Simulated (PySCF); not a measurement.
Compound: C₈H₈FN.
Atom-mapped SMILES: `[CH:1]#[C:2][C@@H:3]([CH3:4])[C@@H:5]([F:6])/[CH:7]=[CH:8]/[C:9]#[N:10]` (hydrogens: H11 on C1; H12 on C3; H13, H14, H15 on C4; H16 on C5; H17 on C7; H18 on C8)

The same species was optimised twice, with GFN2-xTB and with PBE0-D3(BJ)/def2-SVP (PySCF), and the same property calculations (PySCF, gas phase) were run on both structures.

| coordinate | GFN2-xTB | PBE0-D3(BJ)/def2-SVP | change |
| --- | --- | --- | --- |
| C8–C9 (Å) | 1.408 | 1.426 | +0.018 |
| C1≡C2 (Å) | 1.196 | 1.211 | +0.015 |
| C9≡N10 (Å) | 1.147 | 1.160 | +0.013 |
| C2–C3 (Å) | 1.451 | 1.460 | +0.009 |
| C7=C8 (Å) | 1.332 | 1.340 | +0.008 |
| C5–F6 (Å) | 1.380 | 1.374 | -0.006 |
| C3–C5 (Å) | 1.546 | 1.542 | -0.004 |
| C3–C4 (Å) | 1.531 | 1.528 | -0.003 |
| C5–C7 (Å) | 1.493 | 1.491 | -0.002 |
| C2–C3–C4 (°) | 111.0 | 112.7 | +1.7 |
| C3–C5–C7 (°) | 112.2 | 113.2 | +1.0 |
| C5–C7–C8 (°) | 124.0 | 123.2 | -0.8 |
| C2–C3–C5 (°) | 109.4 | 110.1 | +0.7 |
| C3–C5–F6 (°) | 108.7 | 108.1 | -0.6 |
| C4–C3–C5 (°) | 111.4 | 111.9 | +0.5 |
| F6–C5–C7 (°) | 110.8 | 110.4 | -0.4 |
| C8–C9–N10 (°) | 179.4 | 179.2 | -0.2 |
| C2–C3–C5–F6 (°) | 169 | 173 | +4 |
| C3–C5–C7–C8 (°) | -121 | -123 | -2 |

Rotational constants: A = 1930, B = 769.8, C = 648.2 MHz (GFN2-xTB) against A = 1921, B = 758.0, C = 635.6 MHz (PBE0-D3(BJ)/def2-SVP). Point groups within 0.08 Å: C1 and C1.

On the GFN2-xTB structure: HOMO (eV) -8.15 [PBE0/pcSseg-1]; LUMO (eV) -1.64 [PBE0/pcSseg-1]; dipole (D) 4.23 [PBE0/pcSseg-1]; GIAO shielding of C1 (ppm) 106.8 [PBE0/pcSseg-1]; GIAO shielding of C2 (ppm) 98.9 [PBE0/pcSseg-1]; GIAO shielding of C3 (ppm) 154.0 [PBE0/pcSseg-1]; GIAO shielding of C4 (ppm) 169.9 [PBE0/pcSseg-1]; GIAO shielding of C5 (ppm) 89.4 [PBE0/pcSseg-1]; GIAO shielding of F6 (ppm) 391.5 [PBE0/pcSseg-1]; GIAO shielding of C7 (ppm) 27.0 [PBE0/pcSseg-1]; GIAO shielding of C8 (ppm) 79.2 [PBE0/pcSseg-1].

Task: What do these properties become on the PBE0-D3(BJ)/def2-SVP structure?

Result: 
```csv
property,level,on GFN2-xTB,on PBE0-D3(BJ)/def2-SVP,change
HOMO (eV),PBE0/pcSseg-1,-8.15,-8.11,+0.04
LUMO (eV),PBE0/pcSseg-1,-1.64,-1.66,-0.02
dipole (D),PBE0/pcSseg-1,4.23,4.35,+0.12
"energy, GFN2-xTB geometry as zero (kcal/mol)",PBE0/pcSseg-1,0.0,-0.7,-0.7
GIAO shielding of C1 (ppm),PBE0/pcSseg-1,106.8,104.8,-2.0
GIAO shielding of C2 (ppm),PBE0/pcSseg-1,98.9,98.4,-0.5
GIAO shielding of C3 (ppm),PBE0/pcSseg-1,154.0,152.3,-1.7
GIAO shielding of C4 (ppm),PBE0/pcSseg-1,169.9,169.4,-0.5
GIAO shielding of C5 (ppm),PBE0/pcSseg-1,89.4,90.8,+1.4
GIAO shielding of F6 (ppm),PBE0/pcSseg-1,391.5,392.1,+0.6
GIAO shielding of C7 (ppm),PBE0/pcSseg-1,27.0,25.4,-1.6
GIAO shielding of C8 (ppm),PBE0/pcSseg-1,79.2,75.8,-3.4
```

The heavy atoms differ by 0.060 Å rms after alignment. Among bonds between heavy atoms C8–C9 changes most (+0.018 Å). Changes are differences of the printed values. Neither structure is proved a minimum here.

Conformer computed: `[CH:1]#[C:2][C@@H:3]([CH3:4])[C@@H:5]([F:6])/[CH:7]=[CH:8]/[C:9]#[N:10]`: C2–C3–C5–F6 173°, C3–C5–C7–C8 -123°.
